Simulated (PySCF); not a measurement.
Coordinates in bohr (charge 0 multiplicity 3):
```
Hf   -0.1544    0.0000   -0.0177
F     0.9601    0.0000    3.4499
O     0.8842    0.0000   -3.5068
H     1.9380    0.0000   -4.9666
```

These are results of UPBE0/[Hf def2-TZVP with ECP60, F def2-TZVP, O def2-TZVP, H def2-TZVP], scalar-relativistic core potentials, density fitting, no spin–orbit coupling, PySCF, not measurements.

This geometry of HfF(OH) is a stationary point at this level.

(1) What is the point group?

(2) Is it a minimum?

(3) List the harmonic modes with their infrared intensities.

(4) Give the atomic charges and bond orders.

Answers

(1) Cs.

(2) Yes: all harmonic wavenumbers are real.

(3) 
```csv
symmetry,ω (cm⁻¹),IR (km/mol)
a',79,2.2
a'',395,98.9
a',415,130
a',606,122
a',681,68.2
a',4002,196
```

(4) 
| atom | Mulliken | Löwdin | polar tensor | spin (Mulliken) | Mayer order to Hf1 |
| --- | --- | --- | --- | --- | --- |
| Hf1 | 0.84 | 0.45 | 1.01 | 2.06 | – |
| F2 | -0.47 | -0.28 | -0.56 | -0.02 | 0.93 |
| O3 | -0.70 | -0.32 | -0.79 | -0.04 | 1.06 |
| H4 | 0.32 | 0.15 | 0.33 | 0.00 | 0.04 |
Other Mayer orders above 0.3: O–H 0.88.

This need not be the most stable arrangement of these atoms. Open d and f shells are described by one determinant, and the ground state may have another occupation or spin. At this level a broken-symmetry Ms = 0 minimum of Cs symmetry lies 42 kJ/mol below this structure. With an element this heavy the missing spin–orbit coupling can shift these numbers.
